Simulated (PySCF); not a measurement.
Ionisation energy of Cd⁺ by level of theory

Cd⁺ [Kr] 4d10 5s1 (2S) → Cd²⁺ [Kr] 4d10 (1S), as a difference of total energies. Computed with PySCF 2.14 in cc-pVTZ-PP with ECP28MDF, with scalar relativity through the core potential. Correlated levels: valence: 4s2 4p6 frozen. The calculations carry no spin-orbit coupling.

```tsv
method	ionisation energy (eV)
UHF	15.537
PBE0	17.058
M06-L	16.473
MP2 (valence)	16.666
SCS-MP2 (valence)	16.482
```

Q: How much does correlation contribute at MP2 (valence)?

A: 16.666 − (15.537) = 1.129 eV, measured against UHF.

Errors of the correlated levels include the incompleteness of this basis and the frozen core.

For comparison: 16.908 eV (measured; NIST Atomic Spectra Database, ionization energies).
